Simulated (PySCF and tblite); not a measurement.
The numbers below are computed, except where a source is named.
System: 1-hepten-3-one, C7H12O, numbered as in [CH2:1]=[CH:2][C:3](=[O:4])[CH2:5][CH2:6][CH2:7][CH3:8].

Level: PBE0/pcSseg-1 + D3(BJ) on GFN2-xTB stationary points, with GFN2-xTB thermal terms. Rate constants are transition-state-theory values, counting equivalent paths, without tunnelling. Run with tblite and PySCF.

(1) What barrier does the rotation about the C2–C3 bond (torsion C1–C2–C3–O4 from 0° to 180°, rising) meet, and how fast is it at 298 K?

## Answers

(1) The electronic barrier is 5.9 kcal/mol and ΔG‡(298 K) 5.9 kcal/mol, over a C1 saddle with an imaginary mode of 93i cm⁻¹ (GFN2-xTB). With 2 equivalent paths, k is 5.7×10⁸ s⁻¹, a mean lifetime of the start of 1.7 ns against this motion. The end lies 0.3 kcal/mol above the start in free energy.
